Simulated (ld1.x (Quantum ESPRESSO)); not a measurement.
## praseodymium (Pr): one change to a TM potential, before and after

ld1.x (Quantum ESPRESSO) 7.5 input, shortened:

```
&input
   title='Pr', zed=59., rel=1, dft='PBESOL', iswitch=3,
   config='[Xe] 4f3 5d0 6s1 6p0'
 /
 &inputp
   pseudotype=2, tm=.true., lloc=0,
   nlcc=.false.
 /
4
6P  2  1   0.00   0.00  2.20  2.20  0.0
5D  3  2   0.00   0.00  0.80  0.80  0.0
4F  4  3   3.00   0.00  1.00  1.00  0.0
6S  1  0   1.00   0.00  3.50  3.50  0.0
 &test
   configts(1)='4f3 5d0 6s1 6p0'
 /
```

Change: functional PW91.

Cutoffs: the cutoffs (Ry, on a coarse ladder) from which the occupation-weighted sum of valence levels, in a spherical-Bessel basis at the reference potential, stays within 10 and 1 mRy of its value at 400 Ry; they do not see the model core or the augmentation charge, which bear on the density cutoff. Errors are all-electron minus pseudo energies relative to the spin-unpolarised reference configuration.

Question: What does the change do?

Answer: Both files keep a bound ghost (p); of the 6 tests that both files solve, the error grows in 2 and shrinks in 0 by more than 15 % and 0.3 meV (median size 338.4 → 375.4 meV).

```tsv
quantity	base	changed
cutoff, loose	300 Ry	300 Ry
cutoff, tight	over 300 Ry	over 300 Ry
bound ghosts	p	p
tests counted (converged, no solver errors)	6 of 7	6 of 7
error for 4f3 5d0 6s2 6p0, meV [ΔE -5.74 → -5.75 eV]	+0.5	+13
error for 4f3 5d0 6s0 6p0, meV [ΔE 10.53 → 10.66 eV]	+195	+276
error for 4f2 5d0 6s0 6p0, meV [ΔE 32.15 → 32.33 eV]	-1446	-1359
error for 4f3 5d0 6s0 6p1, meV [ΔE 2.89 → 2.90 eV]	+417	+457
error for 4f1 5d0 6s0 6p0, meV [ΔE 71.22 → 71.45 eV]	-6118	-6027
error for 4f3 5d0 6s1 6p1, meV [ΔE -3.45 → -3.47 eV]	+260	+294
s: phases at 3.82 bohr within 0.05 rad from the reference energy up to (Ry; the scan ends near 5)	0.8	0.8
p: phases at 3.82 bohr within 0.05 rad from the reference energy up to (Ry; the scan ends near 5)	2.5	2.5
d: phases at 3.82 bohr within 0.05 rad from the reference energy up to (Ry; the scan ends near 5)	0.3	0.3
f: phases at 3.82 bohr within 0.05 rad from the reference energy up to (Ry; the scan ends near 5)	-0.2	-0.2
```

Base: Tests not counted: 4f3 5d1 6s1 6p0 (pseudo-atom not self-consistent, printed error -139 eV). These tests converged, but a pseudo level misses the all-electron one widely, so the file describes the atom poorly there or has found another state: 4f2 5d0 6s0 6p0: 4f by 3.4 eV (a node warning on the way); 4f1 5d0 6s0 6p0: 4f by 5.7 eV. ld1.x printed “convergence not achieved” for 1 of the counted tests; its residual had stalled under 1e-8, short of the target of 1e-14. The 5d radius (0.80 bohr) lies inside the outermost node of the all-electron wave (0.91 bohr), which a nodeless pseudo-wave cannot match soundly. Changed file: Tests not counted: 4f3 5d1 6s1 6p0 (all-electron atom not converged, printed error +5279 eV). These tests converged, but a pseudo level misses the all-electron one widely, so the file describes the atom poorly there or has found another state: 4f2 5d0 6s0 6p0: 4f by 3.4 eV (a node warning on the way); 4f1 5d0 6s0 6p0: 4f by 5.7 eV. ld1.x printed “convergence not achieved” for 1 of the counted tests; its residual had stalled under 1e-8, short of the target of 1e-14. The 5d radius (0.80 bohr) lies inside the outermost node of the all-electron wave (0.90 bohr), which a nodeless pseudo-wave cannot match soundly. A true bound ghost makes a file unfit for plane-wave use even where its test errors are small: the radial tests pick states by their node count and pass the ghost by. Where a test does run into it, the solver fails or the error is huge.
